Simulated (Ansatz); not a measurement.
The inner images of a band of Cl2FH3W (7 atoms, charge 0, multiplicity 1) are given out of order.

Method: Ansatz, RKS B3LYP-D4/def2-SVP.

Image 0:

```xyz
7
Properties=species:S:1:pos:R:3
W -0.142 0.048 0.079
F -0.037 0.464 1.874
H 1.565 -0.100 0.076
H 1.076 1.233 -0.003
Cl -2.424 -0.509 0.306
H 0.423 -1.525 0.089
Cl -0.191 0.389 -2.152
```

Image 8:

```xyz
7
Properties=species:S:1:pos:R:3
W -0.344 0.111 -0.487
F 0.329 -0.312 1.787
H 1.142 -0.532 1.347
H 0.616 1.436 -0.102
Cl -2.291 0.127 0.685
H 1.131 -0.743 -0.259
Cl -0.313 -0.087 -2.702
```

Task: Put them in order from the first end to the last, with their energies above the first end.
A.
```xyz
7
Properties=species:S:1:pos:R:3
W -0.334 -0.006 -0.468
F 0.361 -0.018 1.817
H 1.129 0.036 1.238
H 0.809 1.197 -0.128
Cl -2.293 -0.134 0.685
H 0.855 -1.176 -0.191
Cl -0.257 0.103 -2.683
```
B.
```xyz
7
Properties=species:S:1:pos:R:3
W -0.245 -0.011 -0.331
F 0.294 -0.015 1.787
H 1.072 0.033 0.938
H 0.720 1.350 -0.087
Cl -2.297 -0.146 0.664
H 0.861 -1.270 -0.140
Cl -0.134 0.058 -2.561
```
C.
```xyz
7
Properties=species:S:1:pos:R:3
W -0.348 0.065 -0.512
F 0.322 -0.205 1.795
H 1.206 -0.261 1.472
H 0.736 1.298 -0.133
Cl -2.292 0.018 0.672
H 1.029 -0.910 -0.292
Cl -0.382 -0.005 -2.732
```
D.
```xyz
7
Properties=species:S:1:pos:R:3
W -0.345 0.010 -0.531
F 0.306 -0.042 1.805
H 1.214 -0.027 1.561
H 0.892 1.116 -0.207
Cl -2.289 -0.059 0.656
H 0.916 -1.086 -0.268
Cl -0.424 0.088 -2.747
```
E.
```xyz
7
Properties=species:S:1:pos:R:3
W -0.181 -0.004 0.001
F 0.014 -0.004 1.855
H 1.498 0.021 0.257
H 0.747 1.391 -0.013
Cl -2.478 -0.064 0.470
H 0.788 -1.371 -0.040
Cl -0.119 0.031 -2.261
```
F.
```xyz
7
Properties=species:S:1:pos:R:3
W -0.183 0.029 0.080
F 0.025 0.211 1.906
H 1.537 -0.017 0.051
H 0.923 1.302 0.021
Cl -2.507 -0.258 0.322
H 0.613 -1.440 0.064
Cl -0.139 0.172 -2.175
```
G.
```xyz
7
Properties=species:S:1:pos:R:3
W -0.176 -0.007 -0.137
F 0.077 -0.022 1.809
H 1.292 0.028 0.616
H 0.733 1.390 -0.075
Cl -2.353 -0.107 0.613
H 0.830 -1.337 -0.128
Cl -0.134 0.054 -2.428
```

Result: F (+0.02 eV), E (+0.12 eV), G (+0.91 eV), B (+2.00 eV), A (+1.82 eV), D (+1.79 eV), C (+1.78 eV).

Time of the run: 8.8 min on 2 threads of Arm Neoverse V1 (shared host), peak memory 0.23 GiB.
